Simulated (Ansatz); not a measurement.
`CC(C)[Si](Cl)(Cl)C(C)C`, charge 0, multiplicity 1.

(1) Give a relaxed structure at PBE0-D4/def2-TZVP (Ansatz). (Best estimate.)

Answers

(1) The calculation gave: 
```xyz
23

C     2.381    0.043   -0.002
C     1.345    1.135   -0.270
C     1.090    1.989    0.969
Si   -0.198    0.399   -1.039
Cl   -1.642    1.865   -1.183
Cl    0.309   -0.160   -2.962
C    -0.944   -1.097   -0.194
C    -1.279   -0.822    1.271
C    -2.159   -1.630   -0.948
H     3.324    0.485    0.332
H     2.046   -0.638    0.786
H     2.591   -0.552   -0.894
H     1.735    1.790   -1.060
H     2.022    2.458    1.300
H     0.715    1.392    1.804
H     0.367    2.783    0.776
H    -0.150   -1.857   -0.236
H    -2.005   -0.009    1.365
H    -1.722   -1.711    1.730
H    -0.398   -0.555    1.857
H    -2.972   -0.900   -0.946
H    -2.531   -2.541   -0.470
H    -1.925   -1.866   -1.988
```
This is one stationary point; other conformers may exist.
